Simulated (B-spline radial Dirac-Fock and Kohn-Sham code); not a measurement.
## I⁶⁺ 4p3/2: cross section and angular parameters

System: the I⁶⁺ ion, configuration 1s2 2s2 2p6 3s2 3p6 3d10 4s2 4p6 4d10 5s1; threshold 211.4 eV (orbital energy of the model). The computed values come from a radial atomic solver: Dirac-Hartree-Slater photoionisation with a Latter tail; cross sections with all multipoles, angular parameters from the dipole term and its interference with E2.

Input of the calculation (task.json; shells as n, l, electrons):

```json
{"items": [{
  "Z": 53,
  "q": 6,
  "cfg": [[1, 0, 2], [2, 0, 2], [2, 1, 6], [3, 0, 2], [3, 1, 6], [3, 2, 10], [4, 0, 2], [4, 1, 6], [4, 2, 10], [5, 0, 1]],
  "A": 127,
  "rrms": 4.75,
  "do": "xps",
  "hv": [53.7, 100, 110.0, 159.0, 161.0, 200.0, 222.0, 226.0, 300, 400, 532.0, 600, 611.0, 863.0, 897.0, 906.0, 1000, 1486.9, 1540.0, 1590.0, 2450.0, 2690.0, 4070.0, 4100.0, 6000, 6160.0, 8047.8, 11900.0, 12400.0]
}]}
```

Launch: `python xray2_run.py task.json out`

For linearly polarised light dσ/dΩ = σ/(4π) [1 + β P₂(cos θ) + (δ + γ cos²θ) sin θ cos φ], with θ from the polarisation vector and φ the angle between the beam and the projection of the electron momentum on the plane normal to the polarisation.

| hν (eV) | σ (kb) | β | γ | δ |
| --- | --- | --- | --- | --- |
| 222 | 319 | -0.193 | -0.119 | 0.043 |
| 226 | 317 | -0.105 | -0.119 | 0.046 |
| 300 | 268 | 0.725 | 0.072 | 0.048 |
| 400 | 209 | 1.147 | 0.217 | 0.027 |
| 532 | 152 | 1.397 | 0.221 | 0.012 |
| 600 | 130 | 1.471 | 0.195 | 0.007 |
| 611 | 127 | 1.481 | 0.190 | 0.007 |
| 863 | 77.6 | 1.619 | 0.075 | 0.001 |
| 897 | 73.1 | 1.630 | 0.063 | 0.001 |
| 906 | 72.0 | 1.633 | 0.059 | 0.001 |
| 1000 | 61.4 | 1.656 | 0.030 | 0.001 |
| 1486.9 | 30.7 | 1.708 | -0.031 | 0.001 |
| 1540 | 28.7 | 1.710 | -0.031 | 0.002 |
| 1590 | 27.1 | 1.711 | -0.029 | 0.002 |
| 2450 | 11.5 | 1.702 | 0.081 | 0.005 |
| 2690 | 9.46 | 1.694 | 0.128 | 0.006 |
| 4070 | 3.77 | 1.635 | 0.418 | 0.012 |
| 4100 | ? | ? | ? | ? |
| 6000 | 1.48 | 1.548 | 0.796 | 0.025 |
| 6160 | 1.38 | 1.541 | 0.824 | 0.027 |
| 8047.8 | 0.690 | 1.463 | 1.125 | 0.043 |
| 11900 | 0.236 | 1.325 | 1.590 | 0.080 |
| 12400 | 0.210 | 1.309 | 1.639 | 0.085 |

Question: Give the values at 4100 eV.

Answer: σ = 3.71 kb, β = 1.633, γ = 0.424, δ = 0.012.
